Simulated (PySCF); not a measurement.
## Electron correlation in Cl²⁺ (chlorine, charge +2)

[Ne] 3s2 3p2 3d1, one real determinant (an excited configuration). Calculation: PySCF 2.14, in aug-cc-pVTZ-DK (6s5p3d2f, 50 functions); scalar relativity by spin-free X2C-1e. Frozen: [Ne]; 5 electrons correlated.

MP2 pair energies summed by pair of shells (mhartree):

| pair | energy | share (%) |
| --- | --- | --- |
| 3s-3p | -43.41 | 38.0 |
| 3s-3d | -33.00 | 28.9 |
| 3s-3s | -18.04 | 15.8 |
| 3p-3d | -12.46 | 10.9 |
| 3p-3p | -7.42 | 6.5 |

Total MP2 correlation energy: -114.33 mhartree.

Same-spin part -27.14 and opposite-spin part -87.20 mhartree; SCS-MP2 scales them by 1/3 and 6/5 to -113.68 mhartree.

The reference is one real determinant that mixes LS terms of this configuration.
